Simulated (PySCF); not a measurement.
Work out the structure from these simulated measurements.

Formula: C5H12O3Si.

| Quantity | Value |
| --- | --- |
| Rotational structure | rotational constants A, B, C: 2.849, 0.726, 0.624 GHz [GFN2-xTB] |
| 13C NMR | chemical shifts (computed TMS as zero) by class: 185.2 (1 C), 70.8 (1 C), 64.6 (1 C), 23.8 (1 C), 16.2 (1 C) ppm [GIAO PBE0/pcSseg-1] |
| 1H NMR | chemical shifts (computed TMS as zero) by class: 5.01 (3 H), 4.76 (1 H), 4.55 (1 H), 3.98 (1 H), 1.41 (3 H), 1.41 (3 H) ppm [GIAO PBE0/pcSseg-1] |
| Dipole | 3.79 D [PBE0/pcSseg-1] |
| NMR, other nuclei | isotropic shieldings of nuclei other than C and H, by class: -75 (1 O), 128 (1 O), 313 (1 O), 396 (1 Si) ppm [GIAO PBE0/pcSseg-1] |

The electronic properties come from PySCF, for the isolated species, density fitting. Levels stand in brackets. One conformer (not necessarily the lowest) at the GFN2-xTB geometry, without solvent, vibrations or thermal averaging. NMR classes are plain means over equivalent atoms (diastereotopic ones count apart unless rotation or inversion swaps them), as if these changed places fast.

Problem. Propose a structure and show how it fits.

Solution. Numbering: `[CH3:1][CH2:2][O:3][C:4](=[O:5])[C@H:6]([CH3:7])[O:8][SiH3:9]`. Its formula, C5H12O3Si, gives 1 degree of unsaturation: 0 rings and 1 π bond in the structure found. 5 carbons fall into 5 classes; from least to most shielded: ester carbonyl carbon [C4] (185.2 ppm), sp3 carbon bound to oxygen [C6] (70.8 ppm), sp3 carbon bound to oxygen [C2] (64.6 ppm), methyl carbon [C7] (23.8 ppm), methyl carbon [C1] (16.2 ppm). Hydrogen classes from least to most shielded: 3 H on an oxygen-bound silicon, Si9 (5.01 ppm), 1 H on an sp3 carbon bound to oxygen, C2 (4.76 ppm), 1 H on an sp3 carbon bound to oxygen, C6 (4.55 ppm), 1 H on an sp3 carbon bound to oxygen, C2 (3.98 ppm), 3 H on a methyl carbon, C1 (1.41 ppm), 3 H on a methyl carbon, C7 (1.41 ppm). The other shieldings belong to: -75 ppm, ester carbonyl oxygen [O5]; 128 ppm, ester single-bonded oxygen [O3]; 313 ppm, silyl ether oxygen [O8]; 396 ppm, oxygen-bound silicon [Si9]. The optimised geometry has point group C1 and is an asymmetric top. Structure: `CCOC(=O)[C@H](C)O[SiH3]`. Computed isomers that give other values at the same levels: `CC[C@H]([SiH3])OC(=O)OC` (13C chemical shifts (computed TMS as zero) by class: 163.6 (1 C), 73.1 (1 C), 56.3 (1 C), 29.6 (1 C), 14.6 (1 C) ppm); `CC(C)OC(=O)OC[SiH3]` (13C chemical shifts (computed TMS as zero) by class: 162.8 (1 C), 73.1 (1 C), 58.0 (1 C), 23.7 (2 C) ppm); `CC(=O)OC(C)(C)[SiH2]O` (13C chemical shifts (computed TMS as zero) by class: 180.6 (1 C), 75.7 (1 C), 25.0 (2 C), 23.8 (1 C) ppm). The assignments are read from this structure; whether some other isomer fits the data as well wasn't checked. The mirror image fits equally.

Conformer computed: `[CH3:1][CH2:2][O:3][C:4](=[O:5])[C@H:6]([CH3:7])[O:8][SiH3:9]`: C1–C2–O3–C4 163°, C2–O3–C4–O5 0°, O3–C4–C6–C7 -75°, C4–C6–O8–Si9 24°.
